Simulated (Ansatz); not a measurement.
`BCOC` and `COCC=O` differ in one atom or group.

Ansatz, PBE0-D4/def2-TZVP geometries, multiplicity 1. Each molecule was computed in one conformer, which needn't be the lowest.

| property | `BCOC` |
| --- | --- |
| HOMO energy (ωB97M-V/def2-TZVPP) / eV | -9.94 |
| zero-point energy (PBE0-D4/def2-TZVP) / kJ/mol | 234.7 |
| LUMO energy (ωB97M-V/def2-TZVPP) / eV | 0.56 |
| HOMO–LUMO gap (PBE0/def2-TZVPP) / eV | 6.17 |
| LUMO energy (PBE0/def2-TZVPP) / eV | -1.36 |
| HOMO–LUMO gap (ωB97M-V/def2-TZVPP) / eV | 10.50 |

Problem. What does the change do to each property? (Best estimate.)

Solution. The calculation gave: 
| property | `COCC=O` | shift |
| --- | --- | --- |
| HOMO energy (ωB97M-V/def2-TZVPP) / eV | -9.72 | 0.22 |
| zero-point energy (PBE0-D4/def2-TZVP) / kJ/mol | 234.0 | -0.7 |
| LUMO energy (ωB97M-V/def2-TZVPP) / eV | 1.31 | 0.75 |
| HOMO–LUMO gap (PBE0/def2-TZVPP) / eV | 6.33 | 0.16 |
| LUMO energy (PBE0/def2-TZVPP) / eV | -1.00 | 0.36 |
| HOMO–LUMO gap (ωB97M-V/def2-TZVPP) / eV | 11.03 | 0.53 |

With PBE0 the HOMO rises by 0.20 eV and the LUMO rises by 0.36 eV, so the gap widens by about 0.16 eV. PBE moves the HOMO by 0.21 eV and ωB97M-V by 0.22 eV.
